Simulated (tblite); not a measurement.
Parent: `[O:1]=[C:2]([CH2:3][SiH3:4])[CH2:5][CH2:6][SiH3:7]` with O1–C2–C3–Si4 87°, O1–C2–C5–C6 -29°, C2–C5–C6–Si7 45°, C4H12OSi2.

Structures optimised with GFN2-xTB, isolated species. One conformer each, not checked by frequencies here.

```json
{"coordinate of the parent": "O1=C2", "value": "1.214 Å"}
{"coordinate of the parent": "C2–C3", "value": "1.480 Å"}
{"coordinate of the parent": "C3–Si4", "value": "1.922 Å"}
{"coordinate of the parent": "C2–C5", "value": "1.504 Å"}
{"coordinate of the parent": "C5–C6", "value": "1.521 Å"}
{"coordinate of the parent": "C6–Si7", "value": "1.914 Å"}
{"coordinate of the parent": "O1–C2–C3", "value": "122.3°"}
{"coordinate of the parent": "O1–C2–C5", "value": "120.6°"}
{"coordinate of the parent": "C3–C2–C5", "value": "117.1°"}
{"coordinate of the parent": "C2–C3–Si4", "value": "107.3°"}
{"coordinate of the parent": "C2–C5–C6", "value": "110.3°"}
{"coordinate of the parent": "C5–C6–Si7", "value": "112.8°"}
```

How does the shared frame change in `[O:1]=[C:2]([CH2:3][CH2:4][SiH3:5])[CH2:6][SiH2:7][Cl:8]` with O1–C2–C3–C4 16°, C2–C3–C4–Si5 -44°, O1–C2–C6–Si7 74°, C2–C6–Si7–Cl8 65°, C4H11ClOSi2? Atoms pair as O1 = O1, C2 = C2, C3 = C6, Si4 = Si7, C5 = C3, C6 = C4, Si7 = Si5 (parent first).

```csv
parent,relative,value in the relative,change
O1=C2,O1=C2,1.213 Å,-0.001
C2–C3,C2–C6,1.491 Å,+0.011
C3–Si4,C6–Si7,1.920 Å,-0.002
C2–C5,C2–C3,1.502 Å,-0.002
C5–C6,C3–C4,1.521 Å,0.000
C6–Si7,C4–Si5,1.913 Å,-0.001
O1–C2–C3,O1–C2–C6,121.4°,-0.9
O1–C2–C5,O1–C2–C3,121.3°,+0.7
C3–C2–C5,C6–C2–C3,117.1°,0.0
C2–C3–Si4,C2–C6–Si7,108.1°,+0.8
C2–C5–C6,C2–C3–C4,111.1°,+0.8
C5–C6–Si7,C3–C4–Si5,112.8°,0.0
```

Of the parent's bonds, C2–C3 changes most (+0.011 Å). Bonds of the relative outside the shared frame: Si7–Cl8 2.010 Å. Point group C1 → C1.

How does the shared frame change in `[CH3:1][SiH2:2][CH2:3][C:4](=[O:5])[CH2:6][CH2:7][SiH3:8]` with C1–Si2–C3–C4 64°, Si2–C3–C4–O5 -84°, C3–C4–C6–C7 -165°, C4–C6–C7–Si8 66°, C5H14OSi2? Atoms pair as O1 = O5, C2 = C4, C3 = C3, Si4 = Si2, C5 = C6, C6 = C7, Si7 = Si8 (parent first).

```json
{"parent": "O1=C2", "relative": "O5=C4", "value in the relative": "1.211 Å", "change": "-0.003"}
{"parent": "C2–C3", "relative": "C4–C3", "value in the relative": "1.487 Å", "change": "+0.007"}
{"parent": "C3–Si4", "relative": "C3–Si2", "value in the relative": "1.923 Å", "change": "+0.001"}
{"parent": "C2–C5", "relative": "C4–C6", "value in the relative": "1.514 Å", "change": "+0.010"}
{"parent": "C5–C6", "relative": "C6–C7", "value in the relative": "1.524 Å", "change": "+0.003"}
{"parent": "C6–Si7", "relative": "C7–Si8", "value in the relative": "1.902 Å", "change": "-0.012"}
{"parent": "O1–C2–C3", "relative": "O5–C4–C3", "value in the relative": "122.8°", "change": "+0.5"}
{"parent": "O1–C2–C5", "relative": "O5–C4–C6", "value in the relative": "122.4°", "change": "+1.8"}
{"parent": "C3–C2–C5", "relative": "C3–C4–C6", "value in the relative": "114.8°", "change": "-2.3"}
{"parent": "C2–C3–Si4", "relative": "C4–C3–Si2", "value in the relative": "107.7°", "change": "+0.4"}
{"parent": "C2–C5–C6", "relative": "C4–C6–C7", "value in the relative": "112.6°", "change": "+2.3"}
{"parent": "C5–C6–Si7", "relative": "C6–C7–Si8", "value in the relative": "113.1°", "change": "+0.3"}
```

Of the parent's bonds, C6–Si7 changes most (-0.012 Å). Bonds of the relative outside the shared frame: C1–Si2 1.891 Å. Point group C1 → C1.

How does the shared frame change in `[NH2:1][SiH2:2][CH2:3][C:4](=[O:5])[CH2:6][CH2:7][SiH3:8]` with H–N1–Si2–C3 47° and -174°, N1–Si2–C3–C4 171°, Si2–C3–C4–O5 84°, C3–C4–C6–C7 166°, C4–C6–C7–Si8 -66°, C4H13NOSi2? Atoms pair as O1 = O5, C2 = C4, C3 = C3, Si4 = Si2, C5 = C6, C6 = C7, Si7 = Si8 (parent first).

```csv
parent,relative,value in the relative,change
O1=C2,O5=C4,1.211 Å,-0.003
C2–C3,C4–C3,1.483 Å,+0.003
C3–Si4,C3–Si2,1.915 Å,-0.007
C2–C5,C4–C6,1.514 Å,+0.010
C5–C6,C6–C7,1.524 Å,+0.003
C6–Si7,C7–Si8,1.902 Å,-0.012
O1–C2–C3,O5–C4–C3,122.7°,+0.4
O1–C2–C5,O5–C4–C6,122.3°,+1.7
C3–C2–C5,C3–C4–C6,115.0°,-2.1
C2–C3–Si4,C4–C3–Si2,107.2°,-0.1
C2–C5–C6,C4–C6–C7,112.3°,+2.0
C5–C6–Si7,C6–C7–Si8,112.9°,+0.1
```

Of the parent's bonds, C6–Si7 changes most (-0.012 Å). Bonds of the relative outside the shared frame: N1–Si2 1.723 Å. Point group C1 → C1.

How does the shared frame change in `[CH:1]#[C:2][SiH2:3][CH2:4][C:5](=[O:6])[CH2:7][CH2:8][SiH3:9]` with C2–Si3–C4–C5 177°, Si3–C4–C5–O6 80°, C4–C5–C7–C8 -165°, C5–C7–C8–Si9 -45°, C6H12OSi2? Atoms pair as O1 = O6, C2 = C5, C3 = C4, Si4 = Si3, C5 = C7, C6 = C8, Si7 = Si9 (parent first).

| parent | relative | value in the relative | change |
| --- | --- | --- | --- |
| O1=C2 | O6=C5 | 1.215 Å | +0.001 |
| C2–C3 | C5–C4 | 1.479 Å | -0.001 |
| C3–Si4 | C4–Si3 | 1.926 Å | +0.004 |
| C2–C5 | C5–C7 | 1.506 Å | +0.002 |
| C5–C6 | C7–C8 | 1.520 Å | -0.001 |
| C6–Si7 | C8–Si9 | 1.913 Å | -0.001 |
| O1–C2–C3 | O6–C5–C4 | 122.1° | -0.2 |
| O1–C2–C5 | O6–C5–C7 | 120.6° | 0.0 |
| C3–C2–C5 | C4–C5–C7 | 117.2° | +0.1 |
| C2–C3–Si4 | C5–C4–Si3 | 107.5° | +0.2 |
| C2–C5–C6 | C5–C7–C8 | 110.6° | +0.3 |
| C5–C6–Si7 | C7–C8–Si9 | 112.6° | -0.2 |

Of the parent's bonds, C3–Si4 changes most (+0.004 Å). Bonds of the relative outside the shared frame: C1≡C2 1.203, C2–Si3 1.850 Å. Point group C1 → C1.

These are computed values.
